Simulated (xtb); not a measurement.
Harmonic IR lines of one isomer of C10H9ClSi, unscaled. Method: GFN2-xTB in xtb 6.7.1.

```
wavenumber (cm⁻¹)  relative intensity
-----------------  ------------------
458                               3.1
561                                15
602                               3.5
779                                47
794                                27
799                                63
831                               4.4
846                               3.9
966                               7.3
1119                              3.1
1224                              4.3
1341                              3.7
1572                              4.5
2243                              100
2271                               41
3085                               15
3093                               12
```

Question: Say which structure gives these lines.
A. `[SiH3]c1cccc2cc(Cl)ccc12`
B. `[SiH3]c1cc2ccccc2cc1Cl`
C. `[SiH3]c1cc(Cl)cc2ccccc12`
D. `[SiH3]c1ccc2cccc(Cl)c2c1`

Answer: C, `[SiH3]c1cc(Cl)cc2ccccc12`
